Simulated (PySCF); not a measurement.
# Mayer bond orders and bond lengths

Species: C4H10F2O2Si2.
Atom-mapped SMILES: `[CH3:1][Si@:2]1([CH2:3][CH:4]([F:5])[F:6])[CH2:7][O:8][SiH2:9][O:10]1` (hydrogens: H11, H12, H13 on C1; H14, H15 on C3; H16 on C4; H17, H18 on C7; H19, H20 on Si9)

Cartesian coordinates in Å at the GFN2-xTB level; atoms count from 1:
```xyz
20
C4H10F2O2Si2 angstrom
C     -0.385    1.454   -1.573
Si     0.159    0.060   -0.413
C     -1.130   -1.332   -0.196
C     -2.461   -0.772    0.232
F     -2.996    0.021   -0.732
F     -2.327    0.026    1.325
C      0.887    0.688    1.257
O      2.280    0.421    1.217
Si     2.884   -0.388   -0.054
O      1.528   -0.647   -0.954
H      0.396    2.199   -1.691
H     -0.622    1.062   -2.558
H     -1.275    1.951   -1.200
H     -0.811   -2.060    0.548
H     -1.277   -1.861   -1.135
H     -3.219   -1.533    0.477
H      0.761    1.763    1.406
H      0.474    0.189    2.138
H      3.757    0.468   -0.836
H      3.371   -1.700    0.330
```

Bond orders from the PBE0/pcSseg-1 density (PySCF). One conformer (not necessarily the lowest) at the GFN2-xTB geometry, without solvent, vibrations or thermal averaging.

(1) Where do the orders between heavy atoms depart from those drawn in the SMILES?

(2) Set the Mayer orders of the bonds between heavy atoms beside their lengths.

Answers

(1) The largest departure is 0.178, at Si2–C3 (drawn single, 0.822). Drawn single, order below 0.88: Si2–C3 (0.822) and C7–O8 (0.844).

(2) 
```tsv
bond	drawn as	length (Å)	Mayer order
C1–Si2	single	1.894	0.983
Si2–C3	single	1.910	0.822
C3–C4	single	1.505	1.042
C4–F5	single	1.358	0.938
C4–F6	single	1.361	0.924
Si2–C7	single	1.927	0.906
C7–O8	single	1.419	0.844
O8–Si9	single	1.623	1.011
Si9–O10	single	1.648	0.938
O10–Si2	single	1.633	0.937
```

By pair of heavy elements: C–Si: lowest Si2–C3 (0.822, 1.910 Å), highest C1–Si2 (0.983, 1.894 Å); in 1 of the 3 pairs the longer bond (by over 0.003 Å) has the higher order (by 0.02 or more). C–F: all 2 within 0.02 of one another (0.924 to 0.938). O–Si: lowest O10–Si2 and Si9–O10 (0.937, 1.633 Å), highest O8–Si9 (1.011, 1.623 Å). Bonds named together lie within 0.004.

Question: And the bonds to hydrogen?

Answer: C–H: 0.93 to 0.96 (8 bonds); H–Si: 0.90 (2 bonds).

Question: Sum the orders of all bonds at each heavy atom with more than one neighbour and set the sums beside the valence in the SMILES.

Answer: C1 3.823 (drawn 4), Si2 3.648 (drawn 4), C3 3.729 (drawn 4), C4 3.860 (drawn 4), C7 3.641 (drawn 4), O8 1.855 (drawn 2), Si9 3.753 (drawn 4), O10 1.875 (drawn 2). Orders between atoms that aren't bonded are not in these sums.

The Mayer order sums products of elements of PS (density times overlap matrix) between the two atoms' basis functions, so it depends on the basis set.
